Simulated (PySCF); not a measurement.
Computed properties of SnFBr, SMILES [F][Sn][Br]

SnFBr, SMILES [Br][Sn][F] (connectivity only; charge and spin as stated), neutral, multiplicity 1. Geometry optimised at B3LYP-D3(BJ)/def2-TZVP. The def2 effective core potentials stand for the cores of Sn; spin–orbit coupling is left out. The values are those of a single conformer. All values are computed for the isolated molecule unless a solvent is named; none is compared with measurement here.

**Structure.** The optimised structure has Cs symmetry. All 3 harmonic modes at B3LYP-D3(BJ)/def2-TZVP (PySCF) are real, so it is a minimum. With heavy atoms numbered as in [Sn:1]([F:2])[Br:3], the shortest bond between them is Sn1–F2 at 1.952 Å and the longest Sn1–Br3 at 2.542 Å.

**Vibrations.** The strongest infrared lines (harmonic, unscaled, degenerate partners summed) lie at 575 cm⁻¹ (101 km/mol, F 86 %, Sn 14 %), 238 cm⁻¹ (47 km/mol, Br 55 %, Sn 43 %), 133 cm⁻¹ (4 km/mol, F 74 %, Br 18 %, Sn 8 %). The softest mode is at 133 cm⁻¹ and the zero-point energy is 1.4 kcal/mol.

**Electronic structure.** HF/def2-TZVPD (PySCF) places the frontier levels at -10.41 and -0.48 eV, a gap of 9.93 eV, and gives a dipole moment of 3.76 D and a mean polarisability of 61.0 bohr³.

**Excitations.** TDDFT-PBE0/def2-SVPD (PySCF) has S1 at 3.86 eV (321 nm, f = 0.016, weak); the most intense of the 10 singlets computed lies at 6.42 eV (f = 0.12). T1 (TDA) is at 2.97 eV. No vertical singlet excitation falls in the visible range (under 3.1 eV).
